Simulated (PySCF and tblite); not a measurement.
Results of a calculation; reference values are marked as such.
C6H7F, numbered as in [F:1][CH2:2][C:3]1=[CH:4][CH:5]=[CH:6][CH2:7]1. Level: PBE0-D3(BJ)/pcSseg-1//GFN2-xTB, thermal terms from GFN2-xTB, symmetry numbers and mirror pairs counted. Conformers within 2.5 kcal/mol (GFN2-xTB free energy) were kept, 6 at most. GIAO shieldings: PBE0/pcSseg-1. Shifts are against TMS (¹H), TMS (¹³C), CFCl3 (¹⁹F) at the same level. Codes: tblite and PySCF.

Torsions listed: F1–C2–C3–C7. The 5-ring runs over atoms 3–4–5–6–7. Of a mirror pair one member is shown.

| conformer | shape | point group | mirror pair | ΔE(DFT) | Δ(G−E) at 250 K | δ F1 (ppm) |
| --- | --- | --- | --- | --- | --- | --- |
| 1 | 5-ring flat; 54° | C1 | yes | 0.00 | 0.00 | -235.3 |
| 2 | 5-ring flat; 180° | Cs | no | 0.90 | -0.02 | -258.7 |

Energies in kcal/mol; the thermal term leaves out symmetry numbers and mirror images.

**Question.** Work out the weights at 250 K and the ¹⁹F shift of F1 under fast exchange.

**Answer.** RT = 0.497 kcal/mol. Each conformer gets RT ln(σ/g), with σ the rotational symmetry number and g = 2 for a mirror pair: 1: σ = 1, g = 2, G = 0.00 + 0.00 − 0.34 = -0.34, 0.00 above the lowest, exp(−ΔG/RT) = 1.000; 2: σ = 1, g = 1, G = 0.90 − 0.02 + 0.00 = 0.88, 1.22 above the lowest, exp(−ΔG/RT) = 0.085. The sum is 1.085, so the weights are 92.2, 7.8 %. The averaged shift is -237.2 ppm. At 298.15 K it is -237.7 ppm. At 298.15 K the leading conformer alone gives -235.3 ppm and bare DFT energies give -239.6 ppm.

The minima are those of GFN2-xTB; planar forms about aryl–S or allylic bonds may be saddles in DFT. Unscaled ¹⁹F shifts at such levels can be off by tens of ppm; differences between conformers or isomers are more reliable.
